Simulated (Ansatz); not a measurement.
A trace of molecular dynamics of CH6BFO (10 atoms, charge 0, multiplicity 1).

Level of theory: RHF/def2-SVP (Ansatz).

- ensemble: NVE (velocity Verlet)
- starting velocities drawn for: 100 K
- seed: 7261

```json
{"time (fs)": "0", "T (K)": "100", "potential energy less start (eV)": "0.000", "conserved less start (meV/atom)": "0.00"}
{"time (fs)": "4", "T (K)": "72", "potential energy less start (eV)": "0.030", "conserved less start (meV/atom)": "0.04"}
{"time (fs)": "8", "T (K)": "266", "potential energy less start (eV)": "-0.170", "conserved less start (meV/atom)": "0.12"}
{"time (fs)": "12", "T (K)": "1062", "potential energy less start (eV)": "-0.994", "conserved less start (meV/atom)": "0.03"}
{"time (fs)": "16", "T (K)": "1951", "potential energy less start (eV)": "-1.915", "conserved less start (meV/atom)": "-0.10"}
{"time (fs)": "20", "T (K)": "2173", "potential energy less start (eV)": "-2.145", "conserved less start (meV/atom)": "-0.12"}
{"time (fs)": "24", "T (K)": "2296", "potential energy less start (eV)": "-2.271", "conserved less start (meV/atom)": "-0.10"}
{"time (fs)": "28", "T (K)": "2355", "potential energy less start (eV)": "-2.333", "conserved less start (meV/atom)": "-0.08"}
{"time (fs)": "32", "T (K)": "2278", "potential energy less start (eV)": "-2.252", "conserved less start (meV/atom)": "-0.04"}
{"time (fs)": "36", "T (K)": "2326", "potential energy less start (eV)": "-2.302", "conserved less start (meV/atom)": "-0.05"}
{"time (fs)": "40", "T (K)": "2031", "potential energy less start (eV)": "-1.997", "conserved less start (meV/atom)": "0.03"}
{"time (fs)": "44", "T (K)": "1786", "potential energy less start (eV)": "-1.742", "conserved less start (meV/atom)": "0.13"}
{"time (fs)": "48", "T (K)": "2060", "potential energy less start (eV)": "-2.027", "conserved less start (meV/atom)": "0.03"}
{"time (fs)": "52", "T (K)": "2251", "potential energy less start (eV)": "-2.224", "conserved less start (meV/atom)": "-0.02"}
{"time (fs)": "56", "T (K)": "2286", "potential energy less start (eV)": "-2.261", "conserved less start (meV/atom)": "-0.08"}
{"time (fs)": "60", "T (K)": "2288", "potential energy less start (eV)": "-2.263", "conserved less start (meV/atom)": "-0.04"}
{"time (fs)": "64", "T (K)": "2379", "potential energy less start (eV)": "-2.358", "conserved less start (meV/atom)": "-0.12"}
{"time (fs)": "68", "T (K)": "2271", "potential energy less start (eV)": "-2.246", "conserved less start (meV/atom)": "-0.11"}
{"time (fs)": "72", "T (K)": "2075", "potential energy less start (eV)": "-2.043", "conserved less start (meV/atom)": "-0.02"}
{"time (fs)": "76", "T (K)": "1936", "potential energy less start (eV)": "-1.899", "conserved less start (meV/atom)": "0.00"}
{"time (fs)": "80", "T (K)": "1922", "potential energy less start (eV)": "-1.883", "conserved less start (meV/atom)": "0.08"}
{"time (fs)": "84", "T (K)": "2221", "potential energy less start (eV)": "-2.193", "conserved less start (meV/atom)": "0.05"}
{"time (fs)": "88", "T (K)": "2353", "potential energy less start (eV)": "-2.329", "conserved less start (meV/atom)": "0.01"}
{"time (fs)": "92", "T (K)": "2342", "potential energy less start (eV)": "-2.318", "conserved less start (meV/atom)": "-0.04"}
{"time (fs)": "96", "T (K)": "2322", "potential energy less start (eV)": "-2.298", "conserved less start (meV/atom)": "-0.09"}
{"time (fs)": "100", "T (K)": "2120", "potential energy less start (eV)": "-2.090", "conserved less start (meV/atom)": "-0.06"}
```

**Question.** Is this trajectory sound?

**Answer.** The conserved energy stayed within 0.18 meV per atom of its start (net change -0.063 meV per atom), so the integration is sound. The kinetic energy rose, since the run started high on the potential surface and went downhill. It ends in pieces (CH4BFO + H2), so much of that is their flight and rotation, not heat. A run of 0.1 ps of so small a system gives no equilibrium averages. The orbitals stay closed-shell, which can raise the energy where a bond breaks towards radicals; this wasn't checked here. The time step was 0.5 fs.

The run took 3.7 min on 1 thread of Arm Neoverse V1 (shared host), peak memory 0.14 GiB.
